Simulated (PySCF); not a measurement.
4-fluorostyrene, C₈H₇F.
SMILES with atom numbers: `[CH2:1]=[CH:2][c:3]1[cH:4][cH:5][c:6]([F:7])[cH:8][cH:9]1` (hydrogens: H10, H11 on C1; H12 on C2; H13 on C4; H14 on C5; H15 on C8; H16 on C9)

Cartesian coordinates in Å at the GFN2-xTB level; atoms count from 1:
```xyz
16
C8H7F angstrom
C      2.1949   -1.8104    0.3185
C      1.7741   -0.6945   -0.2650
C      0.4578   -0.0805   -0.1340
C      0.1933    1.1004   -0.8319
C     -1.0349    1.7263   -0.7476
C     -2.0139    1.1594    0.0475
F     -3.2189    1.7618    0.1373
C     -1.7904   -0.0094    0.7534
C     -0.5569   -0.6217    0.6579
H      3.1915   -2.1826    0.1545
H      1.5782   -2.3982    0.9764
H      2.4549   -0.1574   -0.9143
H      0.9652    1.5341   -1.4508
H     -1.2420    2.6384   -1.2853
H     -2.5772   -0.4241    1.3639
H     -0.3831   -1.5326    1.2080
```

Computed with CAM-B3LYP/def2-SVPD in PySCF (dipole) on a GFN2-xTB geometry, gas phase.

Take the most abundant isotopes and a rigid rotor. The values belong to one conformer with, in the numbering `[CH2:1]=[CH:2][c:3]1[cH:4][cH:5][c:6]([F:7])[cH:8][cH:9]1`, C1–C2–C3–C4 180°.

(1) What are A, B and C (cm⁻¹)?

(2) What kind of rotor is it?

(3) What does the inertial defect say?

(4) Predict some low-J microwave lines.

(5) Estimate the classical rotational partition function at 10 K, 100 K and 298.15 K.

Answers

(1) Ia = 99.01, Ib = 515.31, Ic = 614.32 u·Å²; 505379 MHz·u·Å²/I gives 5105, 980.7 and 822.7 MHz, that is A = 0.17027, B = 0.03271, C = 0.02744 cm⁻¹.

(2) A near-prolate asymmetric top. Ray's parameter κ = (2B − A − C)/(A − C) = -0.926; −1 is the prolate and +1 the oblate limit.

(3) Planar: Δ = Ic − Ia − Ib = 0.00 u·Å². For a rigid frame Δ = −2 Σ m c², so it vanishes when all atoms lie in the ab plane; here none is more than 0.01 Å from it.

(4) The dipole components are |μa| = 1.50 D, |μb| = 0.19 D, |μc| = 0.00 D; the mirror of this Cs structure is the ab plane, so μc vanishes by symmetry and there are no c-type lines. The squared components, which scale the intensities, stand as 1.00 : 0.02 (a : b). Some lines, for components of 0.1 D or more:

```
type  branch         J(Ka,Kc)    MHz  lower level (cm⁻¹)
   a       R  2(1,1) ← 1(1,0)   3765               0.203
   b       Q  1(1,0) ← 1(0,1)   4282               0.060
   b       Q  4(1,3) ← 4(0,4)   5048               0.599
   a       R  3(1,3) ← 2(1,2)   5170               0.313
   a       R  3(2,2) ← 2(2,1)   5410               0.741
   a       R  5(3,2) ← 4(3,1)   9033               1.864
   a       R  5(2,3) ← 4(2,2)   9095               1.164
   b       R  2(2,0) ← 1(1,1)  16299               0.198
   b       R  3(2,1) ← 2(1,2)  18278               0.313
   b       Q  5(3,2) ← 5(2,3)  20901               1.468
   b       R  5(2,3) ← 4(1,4)  22568               0.715
```

(5) Point group Cs, symmetry number σ = 1; q = (√π/σ)·√((kT/h)³/(ABC)), k/h = 20836.6 MHz/K: 2630 at 10 K, 83100 at 100 K, 428000 at 298.15 K.

Stationary, but not proved a minimum. Constants of a rigid frame at the computed geometry: no zero-point averaging, no centrifugal distortion.

Time: 72 s of wall time (grids of density and orbitals included); peak memory 1.1 GiB. Hardware: Arm Neoverse V1, one thread, no GPU (shared host). This is the CAM-B3LYP/def2-SVPD job that gave the dipole, with the excitations it also computed.
